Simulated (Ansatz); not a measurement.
Cost and result up the ladder for the cluster Si2Sn5 (the lowest singlet isomer of a short search) (7 atoms). The state is a singlet with charge 0. Geometry: PBE-D4/def2-SVP.

```xyz
7

Si   -1.1127   -0.2626    0.1791
Si   -0.5663    0.0125   -2.2121
Sn   -0.7760    2.3337   -0.7066
Sn   -0.0806    1.3975    2.1342
Sn    1.6734    0.3994   -0.3391
Sn    0.5833   -1.5430    1.9476
Sn    0.2788   -2.3374   -1.0030
```

Ansatz on 4 threads of Arm Neoverse V2 on a shared host. Times are rough, and most runs start from the orbitals of an earlier one. CAM-B3LYP-D4/def2-TZVP serves as the yardstick here, not as an exact answer. Differences are given only for rows in sets of like size (and for xTB, whose basis is part of the method), since another set adds its own error. Binding counts from free atoms at the same level (Si triplet, Sn triplet; other spins of the atoms weren't run), without zero-point energy or a counterpoise term.

In the def2 sets Sn takes a core potential, while STO-3G treats all electrons; there is no spin–orbit coupling. HSE06 is defined as in plane-wave codes, on full-range PBE exchange. Correlated methods freeze 30 core orbitals; core or outer-core shells of Sn are correlated, in sets that lack core-valence functions. The rows differ in basis, and correlated rows in double-zeta sets carry the largest basis error. The structure comes from a short search, and lower isomers may exist.

Correlated methods converge slowly with the basis, most of all in double-zeta sets.

| level | functions | wall time | binding energy per atom (eV) | difference from CAM-B3LYP-D4/def2-TZVP (eV) |
| --- | --- | --- | --- | --- |
| PBE-D4/def2-SVP | 166 | 3.4 s | 3.11 | – |
| PBE0-D4/def2-SVP | 166 | 7 s | 2.96 | – |
| PBE-D4/def2-TZVP | 324 | 7.5 s | 3.14 | 0.48 |
| revPBE-D4/def2-TZVP | 324 | 7.5 s | 2.99 | 0.33 |
| HF/STO-3G | 153 | 8 s | 2.87 | – |
| PBE-D4/def2-TZVPD | 366 | 12 s | 3.14 | 0.48 |
| r2SCAN-D4/def2-TZVP | 324 | 18 s | 2.99 | 0.33 |
| HSE06-D4/def2-TZVP | 324 | 22 s | 3.01 | 0.35 |
| MP2/def2-TZVP | 324 | 24 s | 3.25 | 0.58 |
| CAM-B3LYP-D4/def2-TZVP | 324 | 28 s | 2.66 | 0.00 |
| PBE0-D4/def2-TZVPD | 366 | 28 s | 3.00 | 0.34 |
| RPA@PBE/def2-TZVP | 324 | 33 s | 2.62 | -0.05 |
| PBE0-D4/def2-TZVP (with forces) | 324 | 36 s | 3.00 | 0.34 |
| CCSD(T)/def2-SVP | 166 | 2.1 min | 2.55 | – |
